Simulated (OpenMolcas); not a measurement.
Er3+: ligand-field states by method

Er3+ with 6 ligands (chloride) in octahedral coordination (Oh) at 2.65 Å. A charge of +0.5 e stands 2.8 Å behind each ligand. Ligand basis ANO-RCC-VDZP.
```
Er    0.0000    0.0000    0.0000
Cl    2.6500    0.0000    0.0000
Cl    0.0000    2.6500    0.0000
Cl   -2.6500    0.0000    0.0000
Cl    0.0000   -2.6500    0.0000
Cl    0.0000    0.0000    2.6500
Cl    0.0000    0.0000   -2.6500
```

```
Program             : OpenMolcas 26.06
Basis               : ANO-RCC-VDZP [7s6p4d2f1g]
Scalar Hamiltonian  : DKH2, point nucleus
Active space        : 11 electrons in 7 orbitals (4f)
State averaging     : 2S+1 = 4 odd, 35 roots (30 in the spin-orbit step); 2S+1 = 2 odd, 35 roots kept (CI in the orbitals of an earlier block)
Spin-orbit coupling : state interaction with AMFI integrals over the reference wave functions
```

I. CASSCF
II. SS-CASPT2, IPEA 0.25 Eh, imaginary shift 0.1 Eh (closed shells correlated: 5s 5p and the ligand valence shells)

Spin-free states (labels of O, the rotations of Oh) in cm-1, each column counted from its own energy of the first state listed:

```tsv
State	Degeneracy	I	II
4T2	3	0	0
4A1	1	12	-600
4T1	3	26	-180
4E	2	128	10
4T2	3	168	-80
4A2	1	218	830
2T1	3	17801	16610
2T2	3	17824	16640
2E	2	17854	16640
2T1	3	17862	16710
4A2	1	18040	15310
4T2	3	18107	15360
4A1	1	18149	15130
4T1	3	18238	15520
2A1	1	23679	21860
2T1	3	23699	21990
2E	2	23710	21910
2T2	3	23767	21980
```

II puts a state of multiplicity 4 lowest, 600 cm-1 below that state.

From I to II, I's first state of another spin (2T1) moves from 17801 to 16610 cm-1, by about -1200 cm-1.

With spin-orbit coupling the lowest J multiplet is 147 (I), 463 (II) cm-1 wide, a factor of 3.15 from I to II.

χT at 300 K: I 11.37, II 11.06 cm3 K/mol.

Roots that are degenerate in the reference are averaged as groups; the widest CASPT2 spread within a group is 270 cm-1 (the 3-fold group of multiplicity 4 near 25100 cm-1 above the lowest state of its run, II). Shifts and gaps below about the spread of the groups concerned are not significant. Over all roots computed the reference weight is 0.65 in II; a low but even weight reflects the number of correlated electrons. High states are left out of the spin-orbit mixing, which shifts the levels that they would mix with. Without dynamic correlation the ligand-field splitting of an f shell can come out too small, at times by half (holds for I). Splittings of an f shell from a small cluster at a set distance can be off by tens of per cent, mostly too small (holds for II). No measured value stands beside these numbers; the geometry is a model, was not optimised and need not be the one that this ion takes.
